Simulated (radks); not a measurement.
All-electron atom: Ba11+ in [Kr] 4d9. Calculated with a radial shooting solver on a logarithmic mesh with Libxc functionals: Dirac Kohn-Sham, LDA (Slater exchange, Perdew-Wang correlation), spin-unpolarised, spherical densities, finite nucleus; open shells are shared between the two j in proportion to 2j + 1; Fermi nuclear charge, rms radius 4.8378 fm.

Normalised radial functions P(r) = r R(r) (large component), r in bohr:

r,3d3/2,4p1/2,4p3/2
0.001151,0.0000,0.0052,0.0014
0.001487,0.0001,0.0071,0.0023
0.001905,0.0001,0.0098,0.0037
0.002461,0.0002,0.0138,0.0060
0.003154,0.0003,0.0195,0.0096
0.004074,0.0006,0.0281,0.0155
0.005221,0.0012,0.0402,0.0244
0.006744,0.0023,0.0584,0.0386
0.008642,0.0044,0.0839,0.0594
0.01116,0.0086,0.1212,0.0912
0.01431,0.0164,0.1709,0.1354
0.01848,0.0316,0.2386,0.1981
0.02368,0.0589,0.3198,0.2764
0.03059,0.1095,0.4131,0.3713
0.0392,0.1941,0.4963,0.4629
0.05063,0.3378,0.5422,0.5276
0.06489,0.5513,0.5033,0.5172
0.08382,0.8607,0.3290,0.3788
0.1074,1.2324,0.0137,0.0935
0.1387,1.6280,-0.4027,-0.3147
0.1778,1.9126,-0.7344,-0.6761
0.2297,1.9724,-0.7731,-0.7839
0.2943,1.7352,-0.3731,-0.4610
0.3802,1.2479,0.3894,0.2587
0.4872,0.7182,1.1046,0.9984
0.6293,0.3022,1.4071,1.3767
0.8064,0.0919,1.1800,1.2171
1.042,0.0172,0.6802,0.7384
1.335,0.0020,0.2714,0.3107
1.724,0.0001,0.0653,0.0796
2.21,0.0000,0.0093,0.0121

3d3/2: eigenvalue -952.10 eV, 0 radial nodes, <r> = 0.264 bohr, 90 % of the charge inside 0.414 bohr. 4p1/2: eigenvalue -361.50 eV, 2 radial nodes at r = 0.108, 0.336 bohr, <r> = 0.684 bohr, 90 % of the charge inside 0.993 bohr. 4p3/2: eigenvalue -345.35 eV, 2 radial nodes at r = 0.114, 0.350 bohr, <r> = 0.709 bohr, 90 % of the charge inside 1.03 bohr.
